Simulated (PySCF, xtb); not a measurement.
Ru(CO)2 (C2O2Ru), SMILES [Ru](<-[C-]#[O+])<-[C-]#[O+] (connectivity only; charge and spin as stated), neutral, multiplicity 3.

Harmonic wavenumbers (cm⁻¹) from GFN2-xTB in xtb at its own minimum, in rising order: 54, 118, 174, 207, 348, 459, 480, 2020, 2079.

Problem. What does PBE-D3(BJ)/def2-SVP run with PySCF give at its own minimum? (Estimate from the structure and the level; the computed values follow.)

Solution. 90, 295, 343, 361, 485, 515, 578, 1950, 2004. Paired by order, the mean absolute difference is 108 cm⁻¹ and the zero-point energies are 8.5 and 9.5 kcal/mol.
